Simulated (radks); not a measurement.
Removal energies from the osmium ion Os12+, [Kr] 4d10 4f14 5s2 5p2, by Delta-SCF beside the eigenvalue of the level emptied. Method: non-relativistic Kohn-Sham, PBE, spin-polarised, spherical densities, point nucleus; computed with a radial shooting solver on a logarithmic mesh with Libxc functionals. Open shells are filled with parallel spins first.

| removed from | final configuration | Delta-SCF (eV) | -eigenvalue (eV) |
|---|---|---|---|
| 5p | [Kr] 4d10 4f14 5s2 5p1 | 249.89 | 239.75 |
| 5s | [Kr] 4d10 4f14 5s1 5p2 | 277.49 | 267.07 |
| 4f | [Kr] 4d10 4f13 5s2 5p2 | 291.48 | 273.77 |
| 4d | [Kr] 4d9 4f14 5s2 5p2 | 507.80 | 489.41 |
